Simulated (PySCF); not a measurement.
H3FGaNO, singlet, geometry from GFN2-xTB (such geometries of metal compounds can be far from the true shape). Base run: HF/6-31G, polarisability in PySCF.

Input for PySCF:
```python
from pyscf import gto, scf
from pyscf.prop import polarizability

mol = gto.M(
    atom='''
Ga   -0.017077   -0.001123    0.003191
F     1.684081   -0.254395   -0.345598
O    -0.588739   -0.737651    1.465745
H     0.036667   -1.197628    2.027474
N    -1.030615    1.068203   -1.089402
H    -2.021008    0.847948   -1.060520
H    -0.718792    1.097832   -2.055647
''',
    basis='6-31g',
    charge=0,
    spin=0,
    verbose=4,
)

mf = scf.RHF(mol)
mf.kernel()
alpha = mf.Polarizability().polarizability()[2, 2]
print('alpha_zz =', alpha)
```

The base run was repeated with changes; each row names its change, and settings that it needs were set with it.

| change | alpha_zz (bohr³) | basis functions | core-seconds (rough) |
|---|---|---|---|
| base | 24.77 | 60 | 2 |
| finite field (a.u.) = 0.02; conv_tol = 1e-11 | 24.86 | 60 | 2 |
| basis = def2-SVP | 26.88 | 89 | 4 |
| functional = lda,vwn | 33.17 | 60 | 8 |
| basis = STO-3G | 22.01 | 36 | 0.5 |
| finite field (a.u.) = 0.001; conv_tol = 1e-6 | 24.67 | 60 | 1 |
| basis = cc-pVDZ | 27.60 | 84 | 4 |
| functional = pbe | [?] | 60 | 10 |
| finite field (a.u.) = 2e-4; conv_tol = 1e-11 | 24.77 | 60 | 2 |
| basis = def2-SVPD | 33.37 | 128 | 10 |
| basis = 6-31G* | [?] | [?] | 3 |
| functional = camb3lyp | 29.76 | 60 | 30 |

**Question.** What belongs in the gaps?

**Answer.** 
- functional = pbe, alpha_zz (bohr³): 33.09
- basis = 6-31G*, alpha_zz (bohr³): 27.41
- basis = 6-31G*, basis functions: 80

Finite-field rows take the second difference of the energy in a field along z; a small field with loose convergence shows SCF noise divided by the square of the field, and a large one adds hyperpolarisability.
